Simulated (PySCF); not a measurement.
# Correlation energy of Nd³³⁺ (neodymium, charge +33)

Starting occupation: [Ar] 3d9, 3d3/2 with m_j = -3/2, -1/2, +1/2, +3/2, 3d5/2 with m_j = -3/2, -1/2, +1/2, +3/2, +5/2. Computed with PySCF 2.14 in an even-tempered Gaussian basis (16 s from 5.9 bohr⁻², ratio 2.8; 12 p from 7.6 bohr⁻², ratio 2.8; 8 d from 7.6 bohr⁻², ratio 2.8; 3 f from 31 bohr⁻², ratio 3), with X2C-1e with screened-nucleus spin-orbit coupling, Gaussian nucleus. Frozen: [Ne]; 17 electrons correlated; the 74 highest virtual spinors left out.

MP2 pair energies summed by pair of shells (mhartree):

```csv
pair,energy,share (%)
3d3/2-3d5/2,-151.32,25.2
3d5/2-3d5/2,-85.82,14.3
3d5/2-3p3/2,-75.85,12.6
3d3/2-3p3/2,-56.57,9.4
3d3/2-3d3/2,-55.16,9.2
3d5/2-3p1/2,-28.16,4.7
3p3/2-3p3/2,-25.23,4.2
3p1/2-3p3/2,-24.91,4.1
3d5/2-3s1/2,-22.89,3.8
3d3/2-3p1/2,-21.79,3.6
3d3/2-3s1/2,-18.47,3.1
3p3/2-3s1/2,-16.44,2.7
3p1/2-3s1/2,-8.14,1.4
3p1/2-3p1/2,-6.10,1.0
3s1/2-3s1/2,-4.25,0.7
```

Total MP2 correlation energy: -601.10 mhartree.

At this charge the one-electron X2C treatment keeps the bare 1/r₁₂, with no two-electron picture change or Breit term. The effect here is smaller than on the frozen 1s shell.
